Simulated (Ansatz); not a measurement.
Consider the ligand exchange at a Ge–C bond: `CC[CH2][GeH3]` + `BS` → `B[S][GeH3]` + `CCC`.

Isolated molecules relaxed with PBE0-D4/def2-TZVP in Ansatz; ΔE leaves out vibrations. CCSD(T)/CBS adds triple-zeta CCSD(T) − MP2 to the extrapolated MP2 energy (def2 sets, frozen cores). This one scheme is used for every species. Functionals use def2-TZVPP. B3LYP here is the variant with VWN-RPA as its local correlation; programs differ in this. For Ge outer-core shells are correlated without core-valence functions, which leaves a few kJ/mol of doubt a bond. Scalar relativity is left out up to krypton. Each species was taken in one conformer, which may not be the lowest.

```tsv
level	ΔE (kJ/mol)
B3LYP-D4	-61.6
r2SCAN0-D4	-62.5
HF/def2-TZVPP	-67.0
SCS-MP2/def2-TZVPP	-58.0
```

Task: What does CCSD(T)/CBS give? (An estimate is asked.)

Result: Computed: -55.8 kJ/mol. The listed levels differ from it by -5.8, -6.7, -11.2, -2.2 kJ/mol.

Largest T1 diagnostic among the species: 0.015.

In def2-TZVPP, CCSD(T) changes the Hartree–Fock value by +11.6 kJ/mol (the triples alone add +0.1 kJ/mol) and MP2 by +9.4 kJ/mol. Leaving LDA and LC-ωPBE aside and taking each functional with its dispersion term where it has one, the values, not all of them listed here, spread over 5.7 kJ/mol, from BHLYP-D4 to CAM-B3LYP-D4. LDA lies +6.5 kJ/mol from PBE without D4.

CCSD(T)/CBS has its own doubt, a few kJ/mol and more with outer-core shells, so smaller differences from it don't rank the levels.
